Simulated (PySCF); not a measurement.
## Computed structure and properties of [PbCl2]2+

System: [PbCl2]2+ (singlet); start: template (C2v). Method: PySCF 2.14.0, RKS PBE0, Pb def2-SVP with ECP60, Cl def2-SVP; non-relativistic Hamiltonian with scalar-relativistic core potentials where named; density fitting; no spin-orbit coupling.

Input of the relaxation:

```python
mol = gto.M(atom='''
Pb     0.00000     0.00000    -0.24282
Cl     2.15610    -0.00000     0.72208
Cl    -2.15610     0.00000     0.72208''',
    basis={'Pb': 'def2-SVP', 'Cl': 'def2-SVP'},
    ecp={'Pb': 'def2-SVP'},
    charge=2, spin=0)
mf = dft.RKS(mol, xc='PBE0')
mf.grids.atom_grid = (50, 194)
mf = mf.density_fit()  # fitting sets: Pb def2-universal-JKFIT, Cl def2-universal-JKFIT
mf.conv_tol = 1e-08; mf.max_cycle = 55
mf.kernel(dm0)  # dm0: converged density of the start geometry
# quasi-Newton relaxation in Cartesian coordinates to a largest gradient under 0.00045 Eh/bohr, steps kept in the point group
```

Run from Python with OMP_NUM_THREADS=2; the lines above give its settings. Where DIIS fails, smearing, a level shift and second-order steps follow.
It took 5.8 s on 2 threads of Arm Neoverse V2 (shared host), from the converged density of the start.

Course of the relaxation:

```tsv
step	energy above end (eV)	largest force component within the symmetry (eV/Å)
0	0.4961	0.835
1	0.3164	0.839
2	0.1117	0.609
3	0.0525	0.554
4	0.0036	0.090
5	0.0002	0.046
6	0.0000	0.003
```

Relaxed geometry (D∞h):

```xyz
3

Pb    0.0000    0.0000    0.4000
Cl    2.3259    0.0000    0.4007
Cl   -2.3259    0.0000    0.4007
```

```json
{"contact": "Pb1–Cl2 (Cl)", "Å": "2.326"}
{"contact": "Pb1–Cl3 (Cl)", "Å": "2.326"}
```

On the finer grid (75, 302):

```json
{
 "HOMO": "-21.55 eV",
 "LUMO": "-17.95 eV",
 "Dipole about the centre of mass": "0.00 D",
 "Set of Mulliken populations of Pb1 outside the core potential": "s 3.58, p 6.86, d 10.15",
 "D3(BJ) dispersion energy (not in the energies)": "-0.074 eV"
}
```

| atom | Mulliken (e) | Löwdin (e) | spin (e) |
| --- | --- | --- | --- |
| Pb1 | 1.41 | 1.09 | 0.00 |
| Cl2 | 0.30 | 0.45 | 0.00 |
| Cl3 | 0.30 | 0.45 | 0.00 |

On the grid (50, 194), as all that follows. Harmonic modes: a minimum; lowest 78 cm⁻¹ (negative: unstable), highest 409 cm⁻¹, zero-point energy 0.055 eV.

Taking off one Cl (charge -1, singlet; the rest: singlet) in vacuum, both parts rigid, costs 25.96 eV; the small basis without counterpoise inflates it. Most of it is the attraction of opposite charges; other ways to part are cheaper, and one spin state was tried for the rest.

Rigid scan of Cl along the line from its metal:

```json
{"distance to Cl2 (Å)": "2.03", "energy (eV)": "1.104"}
{"distance to Cl2 (Å)": "2.13", "energy (eV)": "0.413"}
{"distance to Cl2 (Å)": "2.23", "energy (eV)": "0.088"}
{"distance to Cl2 (Å)": "2.33", "energy (eV)": "0.000"}
{"distance to Cl2 (Å)": "2.43", "energy (eV)": "0.062"}
{"distance to Cl2 (Å)": "2.53", "energy (eV)": "0.210"}
{"distance to Cl2 (Å)": "2.73", "energy (eV)": "0.611"}
```

One start shape was tried, so this needn't be the lowest isomer.
